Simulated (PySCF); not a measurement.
Al(AsH2)(F)(OH) (AlAsFH3O), SMILES [OH][Al]([F])[AsH2]. Atoms are numbered in the order given.

```xyz
7

Al     0.8721     0.5572     0.0307
As    -1.1838    -0.7212    -0.0009
H     -0.4393    -1.8192    -0.7863
H     -1.5804     0.0061    -1.3014
F      0.8719     2.2162    -0.2506
O      2.3395    -0.2276     0.4336
H      3.1854     0.2435     0.5053
```
Charge 0, spin multiplicity 1.

Geometry optimised at PBE-D3(BJ)/def2-SVP. The structure was generated by enumeration; whether it is a known compound was not checked. One conformer was computed; it need not be the lowest.

Method: PBE0/def2-TZVP run with PySCF.

The molecule is in vacuum.

The total energy is -2654.85274 hartree and the highest occupied level is -7.82 eV. The lowest empty level comes out as -0.80 eV. The orbital gap is 7.02 eV and the dipole moment is 0.71 D. The quadrupole, principal values (traceless, Buckingham form, about the centre of nuclear charge) is -9.71, 3.27, 6.44 D·Å. The mean static polarisability is 59.1 bohr³ (8.75 Å³) and the polarisability, principal values is 50.1, 54.1, 73.0 bohr³.
